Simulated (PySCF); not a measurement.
Dipole moment and polarisability of `C=C(CF)[SiH2]N`

Species: C₃H₈FNSi.
Atom-mapped SMILES: `[CH2:1]=[C:2]([CH2:3][F:4])[SiH2:5][NH2:6]` (hydrogens: H7, H8 on C1; H9, H10 on C3; H11, H12 on Si5; H13, H14 on N6)

Cartesian coordinates in Å at the GFN2-xTB level; atoms count from 1:
```xyz
14
C3H8FNSi angstrom
C     -0.6444    1.5175   -0.0981
C     -0.5917    0.1931   -0.0917
C     -1.8278   -0.6039   -0.3804
F     -1.7989   -1.8219    0.2621
Si     0.9921   -0.8105    0.2421
N      2.4251    0.1352    0.3796
H     -1.5559    2.0674   -0.2853
H      0.2358    2.1134    0.0759
H     -1.8960   -0.8293   -1.4526
H     -2.7431   -0.0971   -0.0545
H      1.2108   -1.6842   -0.9119
H      0.8503   -1.4981    1.5216
H      2.5633    0.7005    1.2009
H      2.7797    0.6173   -0.4300
```

Level: PBE0/def2-SVPD (PySCF), static field, nuclei fixed, core orbitals frozen in the response. The polarisability tensor in these axes (au):

```
x   77.61 -1.93  3.85
y   -1.93 80.09 -0.56
z    3.85 -0.56 58.38
```

Task: What are the eigenvalues, a third of the trace, and Δα (Δα² = ½Σ(αi − αj)² over the three pairs)?

Result: Principal values 57.64, 77.04 and 81.40 au; mean 72.03 au = 10.67 Å³ = 11.88 × 10⁻⁴⁰ C²·m²/J; Δα = 21.91 au (30 % of the mean).

Task: What is the dipole moment, and where does it point?

Result: (0.07, 2.61, -0.80) D, 2.73 D in size, pointing from the negative to the positive side. Measured along this direction, the outermost atoms are F4 and H12 at the negative end and H7 and H8 at the positive end.

Task: What are the principal values of the traceless quadrupole moment, Θ = ½Σq(3rr − r²1), about the centre of nuclear charge?

Result: -2.48, -1.33, 3.82 D·Å. The values depend on the origin, since the dipole doesn't vanish. The electronic extent ⟨r²⟩ about the same centre is 860 bohr², a root-mean-square distance of 2.07 Å for the 56 electrons.

Task: What depolarisation ratio follows for Rayleigh scattering of linearly polarised light, taking the static tensor?

Result: ρ = 3Δα²/(45ᾱ² + 4Δα²) = 1440.0/(233455 + 1920.0) = 0.00612.

Task: Find the Langevin capture rate constant for NH4+ (18.034 u) meeting this molecule (105.041 u), k = 2.342 × 10⁻⁹ cm³/s × √(α in Å³ / reduced mass in u).

Result: The reduced mass is 15.39 u, so k = 1.95 × 10⁻⁹ cm³/s. The formula leaves out the permanent dipole, which adds to the capture rate.

Task: What would n − 1 = 2πNα be for an ideal gas of these molecules at 500 K and 1 atm, electronic part alone?

Result: N = p/kT = 1.4678 × 10¹⁹ cm⁻³, so n − 1 = 2π × N × 10.67 × 10⁻²⁴ cm³ = 984 × 10⁻⁶ at long wavelengths.

Task: Orientational against electronic polarisability at 298 K (dilute gas, rigid molecules)?

Result: In Gaussian units μ²/3kT = 60.46 Å³ against 10.67 Å³, a ratio of 5.66; the Debye molar polarisation (4π/3)N_A(α + μ²/3kT) is 179.4 cm³/mol, leaving out the vibrational part.

Geometry: GFN2-xTB, one conformer, isolated molecule.
